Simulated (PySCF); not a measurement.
## The 3-electron isoelectronic series, non-relativistic

All values are computed (PySCF 2.14, energy differences of UHF-based or UKS calculations, no spin-orbit coupling). Each ion has its own even-tempered basis scaled to its charge (17s8p5d5f4g for the first); frozen: nothing. Ionisation energies in eV, correlation energies of the ion in mhartree.

| ion | configuration | UHF | LDA | PBE | PBE0 | r2SCAN | MP2 (all electrons) | E_corr MP2 | NIST (with spin-orbit, Breit and QED) |
| --- | --- | --- | --- | --- | --- | --- | --- | --- | --- |
| Mo³⁹⁺ | [He] 2s1 (2S) | 5552.1 | 5547.2 | 5555.6 | 5554.8 | 5549.9 | 5552.3 | -51.5 | 5713.2 (t) |
| Tc⁴⁰⁺ | [He] 2s1 (2S) | 5830.4 | 5825.3 | 5834.0 | 5833.2 | 5828.1 | 5830.6 | -51.6 | 6008.4 (t) |
| Ru⁴¹⁺ | [He] 2s1 (2S) | 6115.5 | 6110.3 | 6119.2 | 6118.3 | 6113.2 | 6115.7 | -51.6 | 6311.7 (t) |
| Cd⁴⁵⁺ | [He] 2s1 (2S) | 7323.9 | 7318.1 | 7327.9 | 7327.0 | 7321.3 | 7324.1 | -51.7 | 7607.9 (t) |
| Sn⁴⁷⁺ | [He] 2s1 (2S) | 7968.9 | 7962.8 | 7973.1 | 7972.1 | 7966.2 | 7969.1 | -51.7 | 8307.0 (t) |
| Te⁴⁹⁺ | [He] 2s1 (2S) | 8641.2 | 8634.7 | 8645.5 | 8644.5 | 8638.3 | 8641.4 | -51.7 | 9040.8 (t) |
| Xe⁵¹⁺ | [He] 2s1 (2S) | 9340.6 | 9333.9 | 9345.1 | 9344.1 | 9337.7 | 9340.8 | -51.7 | 9810.4 (t) |
| Ba⁵³⁺ | [He] 2s1 (2S) | 10067.3 | 10060.2 | 10071.9 | 10070.8 | 10064.2 | 10067.5 | -51.8 | 10616.42 ± 0.05 (t) |
| Ce⁵⁵⁺ | [He] 2s1 (2S) | 10821.2 | 10813.8 | 10826.0 | 10824.8 | 10817.9 | 10821.3 | -51.8 | 11459.85 ± 0.06 (t) |

(1) Interpolate the row of Pd⁴³⁺.

Each ion has its own basis, which adds noise of up to about 0.1 % along the series.

NIST values marked (s) are semi-empirical, (t) theoretical. Open shells are high-spin determinants of the terms that Hund's rules give.

All relativistic terms are absent from the calculated values; where these lie close to NIST, scalar and spin-orbit shifts of opposite sign can cancel.

Results:

(1) configuration [He] 2s1 (2S); UHF 6706.1; LDA 6700.6; PBE 6709.9; PBE0 6709.0; r2SCAN 6703.7; MP2 (all electrons) 6706.3; E_corr MP2 -51.6; NIST (with spin-orbit, Breit and QED) 6943.1 (t).
